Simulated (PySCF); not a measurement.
## How the method changes the constants of BeIn⁻

State: ³Σ⁻ (triplet), unpaired electrons π ↑↑. Set-up: PySCF, scalar-relativistic core potentials, basis sets Be aug-cc-pVDZ, In aug-cc-pVDZ-PP with ECP28. De refers to Be + In⁻ in their high-spin ground configurations, without counterpoise correction. The functionals are run spin-unrestricted. A positive dipole points towards In; it is taken about the centre of mass and depends on that origin. Levels whose curve was spin-contaminated or gave no clean fit are not listed.

```json
{"Level": "UHF-MP2", "Re (Å)": "2.432", "ωe (cm⁻¹)": "407", "De (eV)": "1.06", "μ (D)": "n/a", "CPU s a point (SCF and correlation, without the integrals)": "0.42"}
{"Level": "UHF-SCS-MP2", "Re (Å)": "2.452", "ωe (cm⁻¹)": "382", "De (eV)": "0.87", "μ (D)": "n/a", "CPU s a point (SCF and correlation, without the integrals)": "n/a"}
{"Level": "UHF-CCSD", "Re (Å)": "2.501", "ωe (cm⁻¹)": "333", "De (eV)": "0.80", "μ (D)": "n/a", "CPU s a point (SCF and correlation, without the integrals)": "n/a"}
{"Level": "UHF-CCSD(T)", "Re (Å)": "2.480", "ωe (cm⁻¹)": "354", "De (eV)": "0.99", "μ (D)": "n/a", "CPU s a point (SCF and correlation, without the integrals)": "6.7"}
{"Level": "PBE", "Re (Å)": "2.448", "ωe (cm⁻¹)": "365", "De (eV)": "1.39", "μ (D)": "4.44", "CPU s a point (SCF and correlation, without the integrals)": "0.46"}
{"Level": "BP86", "Re (Å)": "2.451", "ωe (cm⁻¹)": "360", "De (eV)": "1.32", "μ (D)": "4.27", "CPU s a point (SCF and correlation, without the integrals)": "0.32"}
{"Level": "PBE0", "Re (Å)": "2.444", "ωe (cm⁻¹)": "367", "De (eV)": "1.26", "μ (D)": "4.24", "CPU s a point (SCF and correlation, without the integrals)": "0.8"}
{"Level": "MN15", "Re (Å)": "2.457", "ωe (cm⁻¹)": "339", "De (eV)": "1.22", "μ (D)": "3.54", "CPU s a point (SCF and correlation, without the integrals)": "0.7"}
{"Level": "ωB97X", "Re (Å)": "2.442", "ωe (cm⁻¹)": "360", "De (eV)": "1.05", "μ (D)": "4.12", "CPU s a point (SCF and correlation, without the integrals)": "0.75"}
```

Q: Which functional lies closest to UHF-CCSD(T) in De, which farthest, and by how much do they differ from it?

A: Closest is ωB97X (-3.8 pm in Re, +1.7 % in ωe, +0.06 eV in De against UHF-CCSD(T) in the same basis), farthest PBE (-3.2 pm in Re, +3.1 % in ωe, +0.40 eV in De). CCSD(T) converges more slowly with the basis than the functionals do and binds too weakly in this one, so the order can change at the basis-set limit.

Q: What does a quarter of exact exchange do here, going from PBE to PBE0?

A: PBE0 less PBE: -0.4 pm in Re, +0.5 % in ωe, -0.13 eV in De. Exact exchange removes part of the self-interaction that spreads semilocal densities, and in most molecules shortens and stiffens the bond and lowers De; so it does here.

Correlated steps freeze 4 core orbitals. Correlated levels converge slowly with the basis: in double zeta they bind strong bonds too weakly, by up to about 1 eV, and carry superposition errors of some tenths. Spin–orbit coupling is left out, which matters for elements this heavy, above all for dissociation energies. For an ion De counts to the pair picked by the measured ionisation energies or electron affinities, which need not be the lowest pair at this level. The highest Kohn–Sham level is positive in this anion. Much of that is self-interaction error, but it also means that the finite basis helps to hold the extra electron. The state was picked by a PBE0 search and need not be the measured ground state.

The whole job (state search and all levels along the bond) took about 2.3 min on 1 thread of Intel Xeon 6975P-C (shared host), peak memory 0.77 GiB.
